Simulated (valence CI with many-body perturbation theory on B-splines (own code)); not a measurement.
**E1 line list for Pm XLIX**

Level of theory: configuration interaction combined with many-body perturbation theory (CI+MBPT): three valence electrons over a frozen Dirac-Fock core [Ne], a basis of 11 s, 11 p, 10 d, 8 f, 5 g, 2 h functions for each j, with the one-electron correlation potential Σ1, the two-electron term Σ2, the three-electron term Σ3, Breit, model QED; selected CI, second order for the rest, scaled by the run's own slope (own B-spline code, finite nucleus).

No measured spectrum was set against this ion. As an estimate, large intervals hold to a few tenths of a per cent, small ones and those within an open d or f shell to about a per cent.

Lines 151 to 200 of 586 in falling wavelength, among levels below 16471 × 10³ cm⁻¹, chosen from the strongest by gf and those to the six lowest levels. Wavelengths and rates use the calculated energies. Electric multipoles are in the length gauge with retardation, E1 and E2 with the static RPA response of the core. Weak lines are less certain than strong ones. Lines between different terms over intervals too small for the method are left out, as are lines whose strength nearly cancels. Where a level lies close to another of its J and parity, the split of strength between their lines is uncertain. The highest levels of a list are the least certain.

Levels are named by their leading jj configuration (3d3/2^4 stands for four electrons in 3d with j = 3/2), which in mixed levels can hold well under half, so a name can repeat and another be missing. Letters in brackets count levels of one name in rising energy.

| λ vac (Å) | Upper | Lower | A (s⁻¹) | log gf | Branch % |
| --- | --- | --- | --- | --- | --- |
| 59.89 | (3s 3p3/2 3d5/2) J=1/2 | (3s 3p3/2^2) J=1/2 | 1.98e+11 | -0.67 | 49.1 |
| 59.84 | (3p3/2 3d3/2 3d5/2) J=5/2 [e] | (3p3/2^2 3d3/2) J=3/2 [b] | 1.26e+11 | -0.39 | 14.6 |
| 59.83 | (3s^2 3d5/2) J=5/2 | (3s^2 3p3/2) J=3/2 | 9.80e+10 | -0.50 | 100.0 |
| 59.83 | (3d3/2^2 3d5/2) J=1/2 | (3p3/2 3d3/2^2) J=1/2 | 1.08e+11 | -0.94 | 10.0 |
| 59.81 | (3p1/2 3d3/2 3d5/2) J=9/2 | (3p1/2 3p3/2 3d3/2) J=7/2 | 8.68e+10 | -0.33 | 59.4 |
| 59.78 | (3d3/2^2 3d5/2) J=5/2 [b] | (3p3/2 3d3/2^2) J=3/2 [b] | 1.24e+11 | -0.40 | 12.5 |
| 59.70 | (3p1/2 3d3/2 3d5/2) J=1/2 | (3p1/2 3p3/2 3d3/2) J=1/2 [a] | 1.24e+11 | -0.88 | 59.0 |
| 59.66 | (3s 3p1/2 3d5/2) J=7/2 | (3s 3p1/2 3p3/2) J=5/2 | 7.25e+10 | -0.51 | 85.6 |
| 59.63 | (3p1/2 3p3/2 3d5/2) J=3/2 [b] | (3p1/2 3p3/2^2) J=1/2 | 8.07e+10 | -0.76 | 14.2 |
| 59.60 | (3p1/2 3d3/2 3d5/2) J=3/2 [b] | (3p1/2 3p3/2 3d3/2) J=1/2 [b] | 5.94e+10 | -0.90 | 7.5 |
| 59.59 | (3p3/2 3d5/2^2) J=1/2 | (3p3/2^2 3d5/2) J=1/2 | 2.30e+11 | -0.61 | 27.0 |
| 59.58 | (3p1/2^2 3d5/2) J=5/2 | (3p1/2^2 3p3/2) J=3/2 | 5.79e+10 | -0.73 | 35.3 |
| 59.55 | (3p3/2 3d5/2^2) J=3/2 [a] | (3p3/2^2 3d5/2) J=5/2 [a] | 1.73e+11 | -0.44 | 29.3 |
| 59.53 | (3d3/2 3d5/2^2) J=3/2 [a] | (3p3/2 3d3/2 3d5/2) J=3/2 [a] | 1.12e+11 | -0.62 | 15.0 |
| 59.52 | (3p1/2 3d3/2 3d5/2) J=3/2 [a] | (3p1/2 3p3/2 3d3/2) J=3/2 [a] | 7.82e+10 | -0.78 | 33.6 |
| 59.50 | (3p3/2^2 3d5/2) J=3/2 | (3p3/2^3) J=3/2 | 2.56e+11 | -0.26 | 22.5 |
| 59.48 | (3p1/2 3d3/2 3d5/2) J=5/2 [a] | (3p1/2 3p3/2 3d3/2) J=5/2 [a] | 5.36e+10 | -0.77 | 28.1 |
| 59.45 | (3d3/2 3d5/2^2) J=3/2 [a] | (3p3/2 3d3/2 3d5/2) J=5/2 [b] | 7.68e+10 | -0.79 | 10.3 |
| 59.28 | (3p3/2^2 3d5/2) J=5/2 [b] | (3p3/2^3) J=3/2 | 3.29e+11 | 0.02 | 30.1 |
| 59.26 | (3p1/2 3p3/2 3d5/2) J=5/2 [b] | (3p1/2 3p3/2^2) J=3/2 | 2.21e+11 | -0.16 | 36.1 |
| 59.22 | (3p3/2 3d5/2^2) J=5/2 | (3p3/2^2 3d5/2) J=5/2 [a] | 1.43e+11 | -0.34 | 19.8 |
| 59.21 | (3d3/2^2 3d5/2) J=3/2 | (3p3/2 3d3/2^2) J=3/2 [a] | 8.61e+10 | -0.74 | 8.1 |
| 59.15 | (3p1/2 3p3/2 3d5/2) J=7/2 [b] | (3p1/2 3p3/2^2) J=5/2 | 1.68e+11 | -0.15 | 47.9 |
| 59.13 | (3p3/2 3d5/2^2) J=3/2 [b] | (3p3/2^2 3d5/2) J=5/2 [b] | 1.39e+11 | -0.53 | 15.7 |
| 59.00 | (3s 3d5/2^2) J=5/2 | (3s 3p3/2 3d5/2) J=3/2 [a] | 3.19e+10 | -1.00 | 7.9 |
| 58.91 | (3p3/2 3d5/2^2) J=3/2 [b] | (3p3/2^2 3d5/2) J=3/2 | 3.43e+11 | -0.15 | 38.7 |
| 58.86 | (3s 3d3/2^2) J=5/2 | (3p1/2 3p3/2^2) J=3/2 | 3.82e+10 | -0.92 | 3.6 |
| 58.83 | (3d3/2 3d5/2^2) J=3/2 [b] | (3p3/2 3d3/2 3d5/2) J=5/2 [d] | 6.38e+10 | -0.88 | 9.5 |
| 58.82 | (3s 3d5/2^2) J=5/2 | (3s 3p3/2 3d5/2) J=7/2 [a] | 4.08e+10 | -0.90 | 10.1 |
| 58.74 | (3s 3p3/2 3d5/2) J=5/2 [b] | (3s 3p3/2^2) J=3/2 | 2.72e+11 | -0.07 | 32.6 |
| 58.72 | (3p3/2 3d3/2 3d5/2) J=5/2 [d] | (3p3/2^2 3d3/2) J=7/2 | 4.38e+10 | -0.87 | 5.2 |
| 58.65 | (3p1/2 3d5/2^2) J=9/2 | (3p1/2 3p3/2 3d5/2) J=9/2 | 3.16e+10 | -0.79 | 17.9 |
| 58.62 | (3s 3p3/2 3d5/2) J=7/2 [a] | (3s 3p3/2^2) J=5/2 | 1.04e+11 | -0.37 | 40.2 |
| 58.55 | (3d3/2 3d5/2^2) J=7/2 [a] | (3p3/2 3d3/2 3d5/2) J=7/2 [a] | 7.08e+10 | -0.54 | 10.3 |
| 58.39 | (3p1/2 3d5/2^2) J=1/2 | (3p1/2 3p3/2 3d5/2) J=3/2 [b] | 2.11e+11 | -0.67 | 60.6 |
| 58.36 | (3s 3p1/2 3d5/2) J=5/2 [a] | (3s 3p1/2 3p3/2) J=3/2 [a] | 1.25e+11 | -0.42 | 95.7 |
| 58.33 | (3p3/2 3d3/2 3d5/2) J=5/2 [c] | (3p3/2^2 3d3/2) J=3/2 [a] | 6.05e+10 | -0.73 | 6.9 |
| 58.30 | (3p1/2 3d5/2^2) J=5/2 | (3p1/2 3p3/2 3d5/2) J=5/2 [a] | 1.15e+11 | -0.45 | 47.9 |
| 58.11 | (3p1/2 3p3/2 3d5/2) J=5/2 [b] | (3p1/2 3p3/2^2) J=5/2 | 3.78e+10 | -0.94 | 6.2 |
| 58.06 | (3s 3d3/2 3d5/2) J=5/2 [a] | (3s 3p3/2 3d3/2) J=3/2 [a] | 1.23e+11 | -0.43 | 16.8 |
| 57.92 | (3d3/2 3d5/2^2) J=1/2 | (3p3/2 3d3/2 3d5/2) J=1/2 [a] | 1.01e+11 | -0.99 | 13.0 |
| 57.84 | (3s 3p3/2 3d5/2) J=3/2 [b] | (3s 3p3/2^2) J=1/2 | 1.32e+11 | -0.58 | 16.9 |
| 57.70 | (3p1/2 3d5/2^2) J=3/2 | (3p1/2 3p3/2 3d5/2) J=3/2 [a] | 1.21e+11 | -0.62 | 39.2 |
| 57.66 | (3p3/2 3d3/2 3d5/2) J=3/2 [c] | (3p3/2^2 3d3/2) J=1/2 | 1.89e+11 | -0.42 | 17.1 |
| 57.62 | (3s 3d3/2 3d5/2) J=9/2 | (3s 3p3/2 3d3/2) J=7/2 | 1.84e+11 | -0.04 | 32.5 |
| 57.58 | (3p3/2 3d3/2 3d5/2) J=3/2 [b] | (3p3/2^2 3d3/2) J=3/2 [a] | 1.36e+11 | -0.57 | 13.2 |
| 57.42 | (3s 3d3/2 3d5/2) J=3/2 [a] | (3s 3p3/2 3d3/2) J=1/2 [a] | 1.21e+11 | -0.62 | 18.0 |
| 57.24 | (3s 3p1/2 3d5/2) J=5/2 [b] | (3s 3p1/2 3p3/2) J=5/2 | 4.38e+10 | -0.89 | 37.5 |
| 57.13 | (3p1/2 3d5/2^2) J=7/2 | (3p1/2 3p3/2 3d5/2) J=7/2 [a] | 3.31e+10 | -0.89 | 11.4 |
| 57.03 | (3p3/2 3d3/2 3d5/2) J=5/2 [d] | (3p3/2^2 3d3/2) J=5/2 | 3.78e+10 | -0.96 | 4.5 |

Task: How does gf follow from A for the line at 58.74 Å?

Result: gf = 1.4992 × (2J+1)_upper × A / σ², with σ = 1702448 cm⁻¹ and 2J+1 = 6: gf = 0.845.
